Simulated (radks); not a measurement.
Results of a calculation; reference values are marked as such.
Task: All-electron atom: the lead ion Pb61+ in [Ar] 3d3. Code: a radial shooting solver on a logarithmic mesh with Libxc functionals. Model: scalar-relativistic Kohn-Sham, PBEsol, spin-polarised, spherical densities, finite nucleus; open shells are filled with parallel spins first (spin-orbit coupling, left out, can overturn this in heavy ions); Fermi nuclear charge, rms radius 5.5012 fm. Some entries of the table are withheld. Estimate them.

| orbital | occ. | eigenvalue (hartree) | <r^2> (bohr^2) | <r> (bohr) |
|---|---|---|---|---|
| 1s up | 1 | -3399.951 | 0.0003575 | 0.01606 |
| 1s down | 1 | -3399.938 | 0.0003575 | 0.01606 |
| 2s up | 1 | -739.5470 | 0.005356 | 0.06724 |
| 2s down | 1 | -738.8762 | 0.005349 | 0.06720 |
| 2p up | 3 | -658.1137 | 0.004542 | 0.06099 |
| 2p down | 3 | -657.5643 | 0.004534 | 0.06094 |
| 3s up | 1 | -282.0291 | 0.03144 | 0.1660 |
| 3s down | 1 | -281.2582 | 0.03151 | 0.1662 |
| 3p up | 3 | -258.3289 | 0.03166 | 0.1655 |
| 3p down | 3 | -257.5563 | 0.03175 | 0.1657 |
| 3d up | 3 | -237.7985 | 0.02508 | 0.1473 |
| 3d down | 0 | -236.8123 | 0.02518 | 0.1476 |
| 4s up | 0 | -145.8310 | 0.1127 | (1) |
| 4s down | 0 | -145.5548 | 0.1130 | (2) |
| 4p up | 0 | -136.4234 | 0.1177 | 0.3222 |
| 4p down | 0 | -136.1511 | 0.1181 | 0.3227 |

Result: 
(1) 4s up <r> (bohr): 0.3163
(2) 4s down <r> (bohr): 0.3168
